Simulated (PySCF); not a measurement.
# Electron correlation in Sc(8+) (scandium, charge +8)

Starting occupation: [Ne] 3s2 3p1, 3p3/2 with m_j = +3/2. All numbers are calculated (PySCF 2.14, X2C-1e with screened-nucleus spin-orbit coupling, Gaussian nucleus, in an even-tempered Gaussian basis (20 s from 0.43 bohr⁻², ratio 2.4; 13 p from 0.56 bohr⁻², ratio 2.4; 5 d from 2.6 bohr⁻², ratio 2.6; 4 f from 4 bohr⁻², ratio 2.6)). Frozen: 1s2; 11 electrons correlated; the 52 highest virtual spinors left out.

MP2 pair energies summed by pair of shells (mhartree):

```json
{"pair": "2p1/2-2p3/2", "energy": "-92.58", "share (%)": "23.1"}
{"pair": "2p3/2-2p3/2", "energy": "-86.90", "share (%)": "21.7"}
{"pair": "2p3/2-2s1/2", "energy": "-39.43", "share (%)": "9.9"}
{"pair": "3s1/2-3s1/2", "energy": "-36.72", "share (%)": "9.2"}
{"pair": "3p3/2-3s1/2", "energy": "-30.00", "share (%)": "7.5"}
{"pair": "2p3/2-3s1/2", "energy": "-24.94", "share (%)": "6.2"}
{"pair": "2p1/2-2p1/2", "energy": "-21.41", "share (%)": "5.4"}
{"pair": "2p1/2-2s1/2", "energy": "-20.18", "share (%)": "5.0"}
{"pair": "2p1/2-3s1/2", "energy": "-12.67", "share (%)": "3.2"}
{"pair": "2p3/2-3p3/2", "energy": "-10.72", "share (%)": "2.7"}
{"pair": "2s1/2-2s1/2", "energy": "-10.16", "share (%)": "2.5"}
{"pair": "2p1/2-3p3/2", "energy": "-5.70", "share (%)": "1.4"}
{"pair": "2s1/2-3s1/2", "energy": "-5.66", "share (%)": "1.4"}
{"pair": "2s1/2-3p3/2", "energy": "-2.99", "share (%)": "0.7"}
```

Total MP2 correlation energy: -400.06 mhartree.
